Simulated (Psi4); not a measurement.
C2H3N3 (SMILES c1nc[nH]n1), singlet, at a GFN2-xTB geometry; B3LYP/cc-pVDZ run with Psi4.

Here is a job for Psi4.
```
memory 2 GB

molecule mol {
0 1
  C     1.119237   -0.032724   -0.006975
  N     0.422048    1.122490    0.014176
  C    -0.824876    0.727488    0.015557
  N    -0.876411   -0.618528   -0.004078
  N     0.368888   -1.107154   -0.018536
  H     2.188396   -0.069920   -0.013726
  H    -1.685790    1.363166    0.029964
  H    -1.670450   -1.239476   -0.008669
}

set basis cc-pvdz
set reference rks
set level_shift 1.0

energy('b3lyp')
print_variables()
```

Predict the main parts of the log of this Psi4 run.


```
   => Loading Basis Set <=

    Name: CC-PVDZ
    Role: ORBITAL
    Keyword: BASIS

         ---------------------------------------------------------
                                   SCF
               by Justin Turney, Rob Parrish, Andy Simmonett
                          and Daniel G. A. Smith
                              RKS Reference
         ---------------------------------------------------------

  ==> Geometry <==

    Molecular point group: c1
    Full point group: C1

    Geometry (in Angstrom), charge = 0, multiplicity = 1:

       Center              X                  Y                   Z               Mass
    ------------   -----------------  -----------------  -----------------  -----------------
         C            1.102456012424    -0.031924618472    -0.006865693670    12.000000000000
         N            0.405267012424     1.123289381528     0.014285306330    14.003074004430
         C           -0.841656987576     0.728287381528     0.015666306330    12.000000000000
         N           -0.893191987576    -0.617728618472    -0.003968693670    14.003074004430
         N            0.352107012424    -1.106354618472    -0.018426693670    14.003074004430
         H            2.171615012424    -0.069120618472    -0.013616693670     1.007825032230
         H           -1.702570987576     1.363965381528     0.030073306330     1.007825032230
         H           -1.687230987576    -1.238676618472    -0.008559693670     1.007825032230

  Running in c1 symmetry.

  Rotational constants: A =      0.34642  B =      0.33620  C =      0.17062 [cm^-1]
  Rotational constants: A =  10385.39771  B =  10078.99653  C =   5114.95167 [MHz]
  Nuclear repulsion =  166.771672987011215

  Charge       = 0
  Multiplicity = 1
  Electrons    = 36
  Nalpha       = 18
  Nbeta        = 18

  ==> Algorithm <==

  SCF Algorithm Type is DF.
  DIIS enabled.
  MOM disabled.
  Fractional occupation disabled.
  Guess Type is SAD.
  Energy threshold   = 1.00e-06
  Density threshold  = 1.00e-06
  Integral threshold = 1.00e-12

  ==> Primary Basis <==

  Basis Set: CC-PVDZ
    Blend: CC-PVDZ
    Number of shells: 39
    Number of basis functions: 85
    Number of Cartesian functions: 90
    Spherical Harmonics?: true
    Max angular momentum: 2

  ==> DFT Potential <==

   => LibXC <=

    Version 7.1.2
    S. Lehtola, C. Steigemann, M. J. T. Oliveira, and M. A. L. Marques,  SoftwareX 7, 1–5 (2018) (10.1016/j.softx.2017.11.002)

   => Composite Functional: B3LYP <=

    B3LYP Hyb-GGA Exchange-Correlation Functional

    P. J. Stephens, F. J. Devlin, C. F. Chabalowski, and M. J. Frisch,  J. Phys. Chem. 98, 11623 (1994) (10.1021/j100096a001)

    Deriv               =              1
    GGA                 =           TRUE
    Meta                =          FALSE

    Exchange Hybrid     =           TRUE
    MP2 Hybrid          =          FALSE

   => Exchange Functionals <=

    0.0800   Slater exchange
    0.7200         Becke 88

   => Exact (HF) Exchange <=

    0.2000               HF

   => Correlation Functionals <=

    0.1900   Vosko, Wilk & Nusair (VWN5_RPA)
    0.8100   Lee, Yang & Parr

   => LibXC Density Thresholds  <==

    XC_HYB_GGA_XC_B3LYP:  1.00E-15

   => Molecular Quadrature <=

    Radial Scheme          =       TREUTLER
    Pruning Scheme         =           NONE
    Nuclear Scheme         =       TREUTLER

    Blocking Scheme        =         OCTREE
    BS radius alpha        =              1
    Pruning alpha          =              1
    Radial Points          =             75
    Spherical Points       =            302
    Total Points           =         170362
    Total Blocks           =           1323
    Max Points             =            256
    Max Functions          =             85
    Weights Tolerance      =       1.00E-15

   => Loading Basis Set <=

    Name: (CC-PVDZ AUX)
    Role: JKFIT
    Keyword: DF_BASIS_SCF

  ==> Integral Setup <==

  SCF_SUBTYPE=INCORE selected. In-core MEM_DF algorithm will be used.
  Using in-core AOs.

  ==> MemDFJK: Density-Fitted J/K Matrices <==

    J tasked:                   Yes
    K tasked:                   Yes
    wK tasked:                   No
    Algorithm:                 Core
    Schwarz Cutoff:           1E-12
    Mask sparsity (%):       0.0000
    Fitting Condition:        1E-10

   => Auxiliary Basis Set <=

  Basis Set: (CC-PVDZ AUX)
    Blend: CC-PVDZ-JKFIT
    Number of shells: 147
    Number of basis functions: 419
    Number of Cartesian functions: 480
    Spherical Harmonics?: true
    Max angular momentum: 3

  Minimum eigenvalue in the overlap matrix is 3.0283909912E-03.
  Reciprocal condition number of the overlap matrix is 5.5812379511E-04.
    Using symmetric orthogonalization.

  ==> Pre-Iterations <==

  SCF Guess: Superposition of Atomic Densities via on-the-fly atomic UHF (no occupation information).

   -------------------------
    Irrep   Nso     Nmo
   -------------------------
     A         85      85
   -------------------------
    Total      85      85
   -------------------------

  ==> Iterations <==

                           Total Energy        Delta E     RMS |[F,P]|

   @DF-RKS iter SAD:  -242.17928833385082   -2.42179e+02   0.00000e+00
   @DF-RKS iter   1:  -242.05487691638072    1.24411e-01   7.46296e-03 ADIIS/DIIS
   @DF-RKS iter   2:  -241.95039001838370    1.04487e-01   9.42194e-03 ADIIS/DIIS
   @DF-RKS iter   3:  -242.25012841781574   -2.99738e-01   2.16983e-03 ADIIS/DIIS
   @DF-RKS iter   4:  -242.26411009383253   -1.39817e-02   7.14932e-04 ADIIS/DIIS
   @DF-RKS iter   5:  -242.26546555384601   -1.35546e-03   2.84006e-04 ADIIS/DIIS
   @DF-RKS iter   6:  -242.26571019076385   -2.44637e-04   8.87654e-05 DIIS
   @DF-RKS iter   7:  -242.26573389716174   -2.37064e-05   2.68401e-05 DIIS
   @DF-RKS iter   8:  -242.26573617156254   -2.27440e-06   3.53437e-06 DIIS
   @DF-RKS iter   9:  -242.26573621255812   -4.09956e-08   2.97026e-07 DIIS
  Energy and wave function converged.

  ==> Post-Iterations <==

   Electrons on quadrature grid:
      Ntotal   =   35.9999998040 ; deviation = -1.960e-07

    Orbital Energies [Eh]
    ---------------------

    Doubly Occupied:

[...]
    Virtual:

[...]
      85A      3.339897

    Final Occupation by Irrep:
              A
    DOCC [    18 ]
    NA   [    18 ]
    NB   [    18 ]

  @DF-RKS Final Energy:  -242.26573621255812

   => Energetics <=

    Nuclear Repulsion Energy =            166.7716729870112147
    One-Electron Energy =                -657.4539930973492119
    Two-Electron Energy =                 274.9195937524259534
    DFT Exchange-Correlation Energy =     -26.5030098546461161
    Empirical Dispersion Energy =           0.0000000000000000
    VV10 Nonlocal Energy =                  0.0000000000000000
    Total Energy =                       -242.2657362125581244

Computation Completed

Properties will be evaluated at   0.000000,   0.000000,   0.000000 [a0]

Properties computed using the SCF density matrix

 Multipole Moments:

 ------------------------------------------------------------------------------------
     Multipole            Electronic (a.u.)      Nuclear  (a.u.)        Total (a.u.)
 ------------------------------------------------------------------------------------

 L = 1.  Multiply by 2.5417464519 to convert [e a0] to [Debye]
 Dipole X            :          0.0716552           -1.1416186           -1.0699634
 Dipole Y            :         -0.3411823            0.0544009           -0.2867813
 Dipole Z            :         -0.0054687            0.0074267            0.0019580
 Magnitude           :                                                    1.1077315

 ------------------------------------------------------------------------------------

  Variable Map:
  ----------------------------------------------------------------------------
[...]
  Array Variable Map:
  ----------------------------------------------------------------------------
[...]
[...]
```
